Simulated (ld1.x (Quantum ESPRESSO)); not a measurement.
**Configuration tests for Ge (PAW)**

- Element: germanium (Ge)
- Generator: ld1.x (Quantum ESPRESSO) 7.5
- Type: PAW
- Functional: BP86
- Relativity: fully relativistic
- Frozen core: [Ar] 3d10
- Valence charge: 4
- Reference configuration: 4s2 4p0 (charge +2)
- Partial waves: 4s (bound): rcut 1.50, rcutus 1.80 bohr; 4s channel at -1.8 Ry: rcut 1.50, rcutus 1.80 bohr; 4p (bound, empty): rcut 1.80, rcutus 1.90 bohr; 4p channel at 2.95 Ry: rcut 1.80, rcutus 1.90 bohr; 4d channel at 0.1 Ry: rcut 1.35, rcutus 1.70 bohr
- Local potential: all-electron potential smoothed inside 1.85 bohr (lloc = -1)
- Core correction: Bessel-smoothed model core, default radius (core density twice the valence density)
- Augmentation charge: PSQ, inside the norm-conserving radii

Open shells are filled in proportion to 2j + 1 (rel_dist='average').

Energies are relative to the spin-unpolarised reference configuration 4s2 4p0; without spin polarisation the order of configurations can differ from experiment.

| valence configuration | charge | ΔE all-electron (eV) | error AE − PS (meV) |
| --- | --- | --- | --- |
| 4s2 4p2 | 0 | -23.197 | -48 |
| 4s2 4p1 | +1 | -15.606 | -22 |
| 4s1 4p0 | +3 | 34.996 | -117 |
| 4s2 4p1.5 | +0.5 | -20.325 | -37 |
| 4s1 4p3 | 0 | -15.206 | -16 |
| 4s1 4p2 | +1 | -6.871 | -3.6 |

What are ΔE and the potential's error for 4s0 4p4?

ΔE = -6.955 eV all-electron; the error (AE − PS) is -6.2 meV.

The ghost test of this file was not conclusive.
